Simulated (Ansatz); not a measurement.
Species: H6BN3, SMILES `NB(N)N` (charge 0, multiplicity 1).

### Question
Give a relaxed geometry from B3LYP-D3(BJ)/def2-TZVP (Ansatz, a quantum-chemistry and plane-wave program).

### Answer
the end point of this relaxation (outside a Z-matrix the atoms follow the SMILES, hydrogens last).
Z-matrix (Å, degrees):
```
B
N 1 1.4287
H 2 1.0032 1 123.18
H 2 1.0032 3 113.38 1 -174.54
N 1 1.4287 2 120.02 3 -177.51
H 5 1.0032 1 123.16 2 177.18
H 5 1.0032 6 113.36 1 174.09
N 1 1.4294 2 119.99 3 2.60
H 8 1.0034 1 122.95 2 174.06
H 8 1.0034 9 113.20 1 169.32
```
